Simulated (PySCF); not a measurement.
## In₂O: PBE0 against B3LYP

Base calculation in PySCF with density fitting and no spin–orbit coupling, PBE0/def2-TZVP (scalar-relativistic core potentials): singlet, D∞h, O–In 2.000 Å (×2); wavenumbers 55 (×2), 209, 755 cm⁻¹; gap between the highest occupied and lowest empty levels 4.76 eV, polar-tensor charge of O -1.31 e, atomisation energy (no zero-point energy) 750 kJ/mol.

Task: What changes on going to B3LYP/def2-TZVP (scalar-relativistic core potentials)?

Result: The point group stays the same. Changes: mean bond to O +0.018 Å, highest wavenumber -24 cm⁻¹, lowest wavenumber +3 cm⁻¹, gap between the highest occupied and lowest empty levels -0.35 eV, polar-tensor charge of O +0.01 e, atomisation energy (no zero-point energy) +7 kJ/mol. The new structure has O–In 2.018 Å (×2), with wavenumbers 58 (×2), 202, 731 cm⁻¹.

Each species is the lowest minimum found with this bonding; other isomers or fragments can lie lower.
